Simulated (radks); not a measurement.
Question: All-electron atom: the platinum ion Pt57+ in [Ar] 3d3. Method: non-relativistic Kohn-Sham, LDA (Slater exchange, Perdew-Wang correlation), spin-unpolarised, spherical densities, point nucleus; relativity is left out, which matters for an element this heavy; computed with a radial shooting solver on a logarithmic mesh with Libxc functionals. Some entries of the table are withheld. Estimate them.

orbital,occ.,eigenvalue (eV),r(max) (bohr),<1/r> (bohr^-1)
1s,2,(1),0.01289,77.41
2s,2,-15666.66,0.06985,(2)
2p,6,-15241.13,0.05416,(3)
3s,2,-6118.440,(4),7.553
3p,6,-5942.528,0.1730,7.512
3d,3,-5648.844,(5),7.417

Answer: 
(1) 1s eigenvalue (eV): -75050.16
(2) 2s <1/r> (bohr^-1): 18.35
(3) 2p <1/r> (bohr^-1): 18.36
(4) 3s r(max) (bohr): 0.1848
(5) 3d r(max) (bohr): 0.1341
